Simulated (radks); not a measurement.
The numbers below are computed, except where a source is named.
Species: Mn18+. Configuration: [He] 2s2 2p3.

Code: a radial shooting solver on a logarithmic mesh with Libxc functionals. Model: scalar-relativistic Kohn-Sham, PBE, spin-polarised, spherical densities, point nucleus; open shells are filled with parallel spins first.

Energy parts (eV):
part                      energy
total                 -25001.127
kinetic                25343.250
electron-nucleus      -53055.346
Hartree                 3527.730
exchange-correlation    -816.761

Orbitals (lengths in bohr, moments of r in powers of bohr; r(90%) holds 90 % of the orbital's charge):
orbital  occ.  eigenvalue (eV)  r(90%)
1s up       1        -7309.072   0.108
1s down     1        -7294.409   0.108
2s up       1        -1478.214   0.403
2s down     1        -1451.600   0.406
2p up       3        -1391.712   0.367
2p down     0        -1360.265   0.372
3s up       0        -590.8635   0.914
3s down     0        -583.9253   0.921
3p up       0        -563.6066   0.898
3p down     0        -556.0260   0.907
3d up       0        -531.8215   0.809
3d down     0        -522.8811   0.822

The highest occupied level is 2p up at -1391.7 eV. For comparison, the ionisation energy in NIST's Atomic Spectra Database is 1431 eV (semi-empirical). In exact Kohn-Sham theory the highest level is minus the ionisation energy, but local and semilocal functionals leave it too shallow, through self-interaction and a potential that decays too fast; potentials with the right tail come closer. Spin moment in Bohr magnetons: 3. The density falls to 0.001 e/bohr^3 at r = 0.84 bohr. Summed over all electrons, <r^2> = 0.3604 bohr^2, which gives a Langevin (diamagnetic) susceptibility term of -0.285 x 10^-6 cm^3/mol.
